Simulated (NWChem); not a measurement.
System: BiHOF2; SMILES [OH][Bi]([F])[F]

NWChem input:

```
start job
memory heap 200 mb stack 900 mb global 1100 mb
geometry units angstroms noautoz
  Bi    -0.037106     0.227987     0.000000
  F      1.147799    -0.524698    -1.497318
  F      1.147799    -0.524698     1.497318
  O     -1.473296    -1.292633     0.000000
  H     -1.034169    -2.168661     0.000000
end
basis spherical
  * library def2-svp
end
ecp
  Bi library def2-ecp
end
dft
  xc hfexch
  iterations 150
  mulliken
end
task dft energy
```

Structure relaxed at the PBE-D3(BJ)/def2-SVP level. def2 effective core potentials on Bi; no spin-orbit coupling.

Question: Give the results of this calculation. (Hartree-Fock/def2-SVP with def2 effective core potentials on Bi.) Quantities: basis functions; energy (Ha); highest occupied level (eV); orbital gap (eV); dipole (D).

Answer: 
| Quantity | Result |
|---|---|
| number of basis functions | 73 |
| energy (Ha) | -487.68 |
| highest occupied level (eV) | -12.60 |
| orbital gap (eV) | 14.05 |
| dipole (D) | 4.13 |
